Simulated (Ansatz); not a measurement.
Frontier orbitals of C₃H₆NSb, SMILES `C[CH2][Sb]1[CH]=[N]1`.

Total charge 0; spin multiplicity 1. Correlated methods include outer-core shells of Sb, which these sets cover unevenly. Sb takes the def2 core potential. The structure was optimised at the PBE0-D4/def2-TZVP level. It is one conformer, not always the lowest. Basis def2-TZVPP, Ansatz.

Orbital energies of one run (eV). Highest occupied ones, from the top: -5.16, -6.06, -8.24, -8.53, -8.85, -9.21, -9.46, -10.34, -10.92, -13.15, -14.10, -15.23, -18.71, -23.07. Empty: -2.00, -1.58, -0.92, 0.06, 0.87, 1.67.

Question: Which functional gave them?
A. LC-ωPBE
B. PBE0
C. PBE
D. ωB97M-V

Answer: C. HOMO energies: PBE -5.16, LC-ωPBE -8.47, PBE0 -6.12, ωB97M-V -8.11 eV.

LC-ωPBE has ω = 0.4 bohr⁻¹.
